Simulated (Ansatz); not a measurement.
GenHm: PBE0-D4/def2-TZVPD single points in Ansatz on relaxed structures, gas phase. Each cluster is the lowest isomer that a short search found in that spin, judged at the geometry's level, and lower ones may exist. HOMO and LUMO are taken over both spins. Binding counts from free atoms in the multiplicity of their measured ground term, without zero-point energy. Singlets are spin-restricted. The spins of the ions were chosen, not always searched. A dash marks a value that wasn't run or was left out as unsound. The structures are stationary points that may keep the symmetry of their start. Remarks come from the PBE and PBE0 runs and from stability tests at other levels; not every state was tested. A HOMO above zero means that the electron is unbound at that level and held by the basis, or that self-interaction error raises the level; the energy of removing that electron tells which.

```tsv
species	atoms	state	geometry	HOMO (eV)	LUMO (eV)	gap (eV)	vertical EA (eV)	binding per atom (eV)	point group (within 0.1 Å)	remarks
Ge3H	4	doublet; reduced ion singlet	PBE0-D4/def2-SVP	-6.37	-3.98	2.39	2.29	2.36	C2v	HOMO above zero (-1 singlet)
Ge2H2	4	singlet	r2SCAN-D4/def2-TZVP	-5.75	-1.92	3.84	0.21	2.26	C2v	HOMO above zero (-1 doublet)
Ge2H3	5	doublet; reduced ion singlet	r2SCAN-D4/def2-TZVP	-6.28	-3.63	2.65	–	2.24	Cs	HOMO above zero (-1 singlet), restricted SCF unstable in HF (-1 singlet)
Ge4H5	9	doublet; reduced ion singlet	r2SCAN-D4/def2-SVP	-6.11	-3.50	2.60	2.06	2.55	Cs	HOMO above zero (-1 singlet)
Ge6H8	14	singlet	PBE0-D4/def2-SVP	-6.09	-2.63	3.46	1.35	2.67	–	restricted SCF unstable in HF, HOMO above zero (-1 doublet)
```

**Question.** Estimate the rows for Ge2H4 (singlet, r2SCAN-D4/def2-TZVP geometry); Ge4H6 (singlet, PBE-D4/def2-SVP geometry).

**Answer.** 
```csv
species,atoms,state,geometry,HOMO (eV),LUMO (eV),gap (eV),vertical EA (eV),binding per atom (eV),point group (within 0.1 Å),remarks
Ge2H4,6,singlet,r2SCAN-D4/def2-TZVP,-6.88,-2.11,4.77,0.45,2.37,–,HOMO above zero (-1 doublet)
Ge4H6,10,singlet,PBE-D4/def2-SVP,-6.56,-2.61,3.96,1.14,2.64,C2v,"restricted SCF unstable in HF, HOMO above zero (-1 doublet)"
```

The gap (eV) runs from 2.39 (Ge3H) to 4.77 (Ge2H4). The vertical EA (eV) runs from 0.21 (Ge2H2) to 2.29 (Ge3H). The binding per atom (eV) runs from 2.24 (Ge2H3) to 2.67 (Ge6H8).
